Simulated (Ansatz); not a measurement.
# Ligand exchange: C2H7BrSi + C3H7Br → C3H10Si + C2H4Br2

Gas-phase species: C2H7BrSi `CC[SiH2]Br`, singlet; C3H7Br (2-bromopropane) `CC(C)Br`, singlet; C3H10Si `CC[SiH2]C`, singlet; C2H4Br2 (1,1-dibromoethane) `CC(Br)Br`, singlet. The partners trade Br for CH3: Si–Br and C–CH3 bonds give way to Si–CH3 and C–Br.

Shapes, held fixed at every level: PBE0-D4/def2-TZVP. Flexible molecules stand in one conformer, not always the lowest. Programs: Ansatz 0.2.0. The zero-point and thermal change to 298 K, harmonic and unscaled (PBE0-D4/def2-TZVP), is -6.0 kJ/mol.

```csv
level,kind,ΔH(298 K) (kJ/mol),less CCSD(T)/def2-TZVPP
HF/def2-SVP,Hartree–Fock,+150.0,+27.0
r2SCAN-D4/def2-TZVPP,meta-GGA,+124.4,+1.4
r2SCAN0-D4/def2-TZVPP,global hybrid,+130.4,+7.4
B2PLYP/def2-TZVPP,double hybrid,+124.2,+1.2
MP2/def2-SVP,perturbation theory,+135.7,+12.7
CCSD/def2-TZVPP,coupled cluster or CI,+126.5,+3.5
CCSD(T)/def2-TZVPP,coupled cluster or CI,+123.0,0.0
```

The highest level, CCSD(T)/def2-TZVPP, gives ΔH(298 K) = +123.0 kJ/mol; the levels span +123.0 to +150.0. The column of differences is taken from that level and isn't an error. No measured value is set beside it here. Relativity is left out for Br. Outer-core shells of Br are correlated, in sets that cover them unevenly.
